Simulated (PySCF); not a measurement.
Give a GFN2-xTB geometry of `o1cccc1[SiH2]N`.

```
atom  x, y, z in Å
N1     2.639   -0.570    0.555
Si2    1.663    0.527   -0.345
C3    -0.189    0.217   -0.183
C4    -1.290    1.030   -0.214
C5    -2.421    0.200   -0.044
C6    -1.933   -1.065    0.079
O7    -0.596   -1.066   -0.004
H8     2.611   -0.527    1.562
H9     2.664   -1.535    0.264
H10    1.939    1.864    0.179
H11    2.066    0.341   -1.740
H12   -1.285    2.093   -0.344
H13   -3.449    0.500   -0.014
H14   -2.419   -2.009    0.227
```

Orientation and origin are arbitrary. Atoms count from 1 in this order. The 5-membered ring C3–C4–C5–C6–O7 has internal angles of 105.6° to 110.7°; it is planar, 0.00 Å rms from its mean plane, widest ring torsion 0°. The 3 C–C bonds span 1.361 Å (C5–C6, aromatic) to 1.412 Å (C4–C5, aromatic), a spread of 0.051 Å. Si2 (SiH2 silicon) is distorted tetrahedral (angles from 105.1° to 114.0°). N1 (silicon-bound nitrogen) is pyramidal (angles 118.6°, 118.3° and 109.3°, sum 346.2°, 0.26 Å off the plane of its three neighbours).

Bonds between heavy atoms (Å): N1–Si2 1.723, Si2–C3 1.884, C3–C4 1.369, C4–C5 1.412, C5–C6 1.361, C6–O7 1.340, C3–O7 1.358.

The geometry is computed with GFN2-xTB (gas phase).

Point group: C1 (no symmetry element, even within 0.4 Å). No frequency check. The numbers are those of one conformer (H–N1–Si2–C3 -68° and 68°, N1–Si2–C3–C4 149°).
